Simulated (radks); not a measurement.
Excited configurations of Ge3+: one electron is placed in a higher orbital outside [Ar] 3d10. The ground configuration is [Ar] 3d10 4s1. Calculated with a radial shooting solver on a logarithmic mesh with Libxc functionals: scalar-relativistic Kohn-Sham, PBE, spin-polarised, spherical densities, point nucleus; open shells are filled with parallel spins first. Excitation = E - E(ground); binding = E(ion) - E, where the ion is the core of charge +4; n* = 4/sqrt(2 binding) in atomic units, and the quantum defect is n - n*.

| outer orbital | excitation (eV) | binding (eV) | quantum defect | eigenvalue (eV) |
|---|---|---|---|---|
| 4d | 24.193 | 22.526 | 0.891 | -19.342 |
| 5s | 24.769 | 21.950 | 1.851 | -19.666 |
| 5p | 28.261 | 18.458 | 1.566 | -16.433 |
| 5d | 33.440 | 13.279 | 0.951 | -11.695 |
| 5f | 37.429 | 9.290 | 0.159 | -8.119 |
| 6s | 33.887 | 12.832 | 1.881 | -11.586 |
| 6d | 38.007 | 8.712 | 1.001 | -7.790 |
| 6f | 40.160 | 6.559 | 0.239 | -5.832 |
| 7d | 40.564 | 6.155 | 1.053 | -5.550 |
| 7f | 41.859 | 4.860 | 0.307 | -4.368 |

The Delta-SCF ionisation energy is 46.719 eV (NIST Atomic Spectra Database: 45.716 eV, measured). Self-interaction in the functional shifts the binding energies and quantum defects, so they are the method's values and not measured ones.
